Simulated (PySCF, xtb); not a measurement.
ClGaH2S2, SMILES [SH][Ga]([SH])[Cl].

GFN2-xTB in xtb 6.7.1 at its own geometry gives an orbital gap of 3.26 eV and a dipole moment of 1.84 D.

The structure is a stationary point at PBE0-D3(BJ)/def2-SVP. The values are those of a single conformer.

Task: What does M06-2X/def2-TZVP (PySCF) give? (The exact figures need the calculation; the answer reports its results.)

Result: gap 8.64 eV (levels -9.11 and -0.47 eV), dipole 2.52 D.
